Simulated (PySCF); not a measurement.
Two species compared at the same levels of theory.

First species: C2H14OSSi4.
SMILES: `C[Si@H]([SiH2]OC[SiH3])S[SiH3]`

Second species: C6H14P2.
Numbering: `[CH2:1]=[P:2]1([CH3:3])[CH2:4][CH2:5][PH:6][CH2:7][CH2:8]1` (hydrogens: H9, H10 on C1; H11, H12, H13 on C3; H14, H15 on C4; H16, H17 on C5; H18 on P6; H19, H20 on C7; H21, H22 on C8)

Cartesian coordinates in Å at the GFN2-xTB level; atoms count from 1:
```
atom  x, y, z in Å
C1     1.3007   -0.3918    2.2346
P2     0.7757   -0.2392    0.6226
C3     1.7056   -0.5471   -0.9814
C4     0.1653    1.4726    0.3987
C5    -0.7121    1.7151   -0.8204
P6    -2.2747    0.7104   -0.9101
C7    -1.5702   -1.0067   -0.7972
C8    -0.7104   -1.2904    0.4250
H9     1.5955   -1.4222    2.4386
H10    2.1346    0.2849    2.4274
H11    2.0568   -1.5798   -0.9638
H12    1.1285   -0.3794   -1.8868
H13    2.5761    0.1102   -0.9812
H14    1.0444    2.1270    0.3671
H15   -0.3777    1.6983    1.3223
H16   -0.1624    1.5382   -1.7497
H17   -1.0250    2.7652   -0.8370
H18   -2.5663    0.8119    0.4573
H19   -1.0186   -1.1928   -1.7234
H20   -2.4283   -1.6881   -0.8027
H21   -1.2799   -1.1454    1.3489
H22   -0.3679   -2.3316    0.4105
```

Levels: PBE0/pcSseg-1 for HOMO energy, LUMO energy and HOMO–LUMO gap. Geometries: GFN2-xTB. Each species is one conformer at its optimised geometry, gas phase, non-relativistic unless stated; the electronic structure was computed with PySCF and density fitting.

Dipoles, sizes and rotational constants follow the conformer. The torsions of the flexible species, by atom-mapped SMILES:
- `[CH3:1][Si@H:2]([SiH2:3][O:4][CH2:5][SiH3:6])[S:7][SiH3:8]`: C1–Si2–Si3–O4 64°, Si2–Si3–O4–C5 177°, Si3–O4–C5–Si6 -118°, C1–Si2–S7–Si8 -167°

The conformers of `C=P1(C)CCPCC1` aren't listed.

| property | column X | column Y |
| --- | --- | --- |
| HOMO energy | -5.18 eV | -6.96 eV |
| LUMO energy | 0.76 eV | -0.61 eV |
| HOMO–LUMO gap | 5.94 eV | 6.35 eV |

(1) Which column belongs to which species?

(2) How does each property change from the first species to the second?

Answers

(1) Column X is the second species and column Y the first. The first has 22 atoms and 106 electrons, the second 22 and 80.

(2) HOMO energy +1.78 eV; LUMO energy +1.37 eV; HOMO–LUMO gap -0.41 eV.

On the first:  GFN2-xTB frequencies show an imaginary mode (26i cm⁻¹), so this geometry is no minimum at that level.

